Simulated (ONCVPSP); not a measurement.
## PW91 ONCV dataset for hafnium (Hf), scalar-relativistic all-electron reference.

hafnium (Hf), optimised norm-conserving Vanderbilt (ONCV), made with ONCVPSP 4.0.1 (PW91, scalar-relativistic). Core [Kr] 4d10 4f14, reference 5s2 5p6 5d2.5 6s1.5. Waves: 5s+6s: rc 1.75 bohr, ncon 3, nbas 8, qcut 8.9 1/bohr, 2 projectors; 5p: rc 1.60 bohr, ncon 4, nbas 8, qcut 10.5 1/bohr, 1 projector; 5d: rc 2.25 bohr, ncon 5, nbas 9, qcut 3.6 1/bohr, 2 projectors, debl 2.4 Ha. Local part: polynomial inside 1.45 bohr (lpopt 3, dvloc0 0 Ha). Core correction: none.

All-electron outer shells of the reference configuration (PW91, scalar-relativistic, ld1.x):

```json
{"shell": "5s", "level (eV)": "-66.32", "outermost node (bohr)": "0.55", "outermost maximum (bohr)": "1.01"}
{"shell": "5p", "level (eV)": "-34.92", "outermost node (bohr)": "0.60", "outermost maximum (bohr)": "1.16"}
{"shell": "4f", "level (eV)": "-16.14", "outermost node (bohr)": "–", "outermost maximum (bohr)": "0.45"}
{"shell": "6s", "level (eV)": "-4.95", "outermost node (bohr)": "1.37", "outermost maximum (bohr)": "2.93"}
{"shell": "5d", "level (eV)": "-2.35", "outermost node (bohr)": "0.67", "outermost maximum (bohr)": "1.71"}
```

Results:

```json
{
 "Cutoffs needed": "43 Ha and 56 Ha (the cutoffs (Ha) at which the residual kinetic energy of the hardest occupied pseudo-wave falls to 1 and 0.1 mHa per electron)",
 "Ghost test": "no bound ghost flagged; GHOST(+) flagged for s at 301.9 eV",
 "Largest excitation error": "+9.4 meV (all-electron minus pseudo) for 5s2 5p6 5d2 6s0, out of 4 test configurations"
}
```

Generation and tests took about 5.1 s on one core of a shared server CPU.
